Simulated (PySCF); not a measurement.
BI₃, triplet, at a GFN2-xTB geometry (a higher spin typed on purpose: for a closed-shell molecule this is an excited state) (core potentials on I); DF-M06/def2-SVP (PySCF).

The PySCF input:
```python
from pyscf import gto, scf, dft

mol = gto.M(
    atom='''
B    -0.000000   -0.000000    0.000000
I     2.060795   -0.360664   -0.617558
I    -0.765273   -0.908661    1.829487
I    -1.295521    1.269324   -1.211929
''',
    basis='def2-svp',
    ecp={'I': 'def2-svp'},
    charge=0,
    spin=2,
    verbose=4,
)

mf = dft.UKS(mol)
mf.xc = 'm06'
mf.grids.level = 7
mf = mf.density_fit(auxbasis='def2-universal-jkfit')
mf.kernel()
```

Output, abridged:

```
PySCF version 2.14.0

[INPUT] verbose = 4
[INPUT] num. atoms = 4
[INPUT] num. electrons = 80
[INPUT] charge = 0
[INPUT] spin (= nelec alpha-beta = 2S) = 2
[INPUT] symmetry False subgroup None
[INPUT] Mole.unit = angstrom
[INPUT] Symbol           X                Y                Z      unit          X                Y                Z       unit  Magmom
[INPUT]  1 B      0.000000000000   0.000000000000   0.000000000000 AA    0.000000000000   0.000000000000   0.000000000000 Bohr   0.0
[INPUT]  2 I      2.060795000000  -0.360664000000  -0.617558000000 AA    3.894338148873  -0.681556182990  -1.167015486034 Bohr   0.0
[INPUT]  3 I     -0.765273000000  -0.908661000000   1.829487000000 AA   -1.446156380524  -1.717120430073   3.457229378452 Bohr   0.0
[INPUT]  4 I     -1.295521000000   1.269324000000  -1.211929000000 AA   -2.448179878623   2.398674723337  -2.290213892418 Bohr   0.0

nuclear repulsion = 353.583376415374
number of shells = 36
number of NR pGTOs = 207
number of NR cGTOs = 92
basis = def2-svp
ecp = {'I': 'def2-svp'}

******** <class 'pyscf.df.df_jk.DFUKS'> ********
method = DFUKS
initial guess = minao
damping factor = 0
level_shift factor = 0
DIIS = <class 'pyscf.scf.diis.CDIIS'>
diis_start_cycle = 1
diis_space = 8
diis_damp = 0
SCF conv_tol = 1e-09
SCF conv_tol_grad = None
SCF max_cycles = 50
direct_scf = False
number electrons alpha = 41  beta = 39
XC library pyscf.dft.libxc version 7.1.2
    S. Lehtola, C. Steigemann, M. J. T. Oliveira, and M. A. L. Marques,  SoftwareX 7, 1–5 (2018)
XC functionals = m06
    Y. Zhao and D. G. Truhlar,  Theor. Chem. Acc. 120, 215 (2008)
    Y. Zhao and D. G. Truhlar,  Theor. Chem. Acc. 120, 215 (2008)
radial grids:
    Treutler-Ahlrichs [JCP 102, 346 (1995); DOI:10.1063/1.469408] (M4) radial grids

becke partition: Becke, JCP 88, 2547 (1988); DOI:10.1063/1.454033
pruning grids: <function nwchem_prune>
grids dens level: 7
symmetrized grids: False
atomic radii adjust function: <function treutler_atomic_radii_adjust>
small_rho_cutoff = 0
Set gradient conv threshold to 3.16228e-05
tot grids = 356272
******** <class 'pyscf.df.df.DF'> ********
auxbasis = def2-universal-jkfit
init E= -823.523496987065

cycle= 1 E= -914.673995409263  delta_E= -91.2  |g|= 3.05  |ddm|= 10.4
cycle= 2 E= -916.173564931226  delta_E= -1.5  |g|= 2.24  |ddm|= 8.93

cycle= 3 E= -917.877074290311  delta_E= -1.7  |g|= 0.475  |ddm|= 3.21

cycle= 4 E= -917.931900731707  delta_E= -0.0548  |g|= 0.418  |ddm|= 1.21

cycle= 5 E= -918.048711957672  delta_E= -0.117  |g|= 0.0139  |ddm|= 0.503

cycle= 6 E= -918.048899977623  delta_E= -0.000188  |g|= 0.00268  |ddm|= 0.0341

cycle= 7 E= -918.048914183833  delta_E= -1.42e-05  |g|= 0.00112  |ddm|= 0.00839

cycle= 8 E= -918.048916895669  delta_E= -2.71e-06  |g|= 0.000368  |ddm|= 0.00436

cycle= 9 E= -918.048916892555  delta_E= 3.11e-09  |g|= 0.000429  |ddm|= 0.00166

cycle= 10 E= -918.048917060345  delta_E= -1.68e-07  |g|= 3.36e-05  |ddm|= 0.000988

cycle= 11 E= -918.048917061713  delta_E= -1.37e-09  |g|= 9.28e-06  |ddm|= 8.64e-05

cycle= 12 E= -918.048917061823  delta_E= -1.1e-10  |g|= 1.45e-06  |ddm|= 2.65e-05

Extra cycle  E= -918.048917061828  delta_E= -5e-12  |g|= 5.52e-07  |ddm|= 3.55e-06
converged SCF energy = -918.048917061828  <S^2> = 2.0131486  2S+1 = 3.008753
```
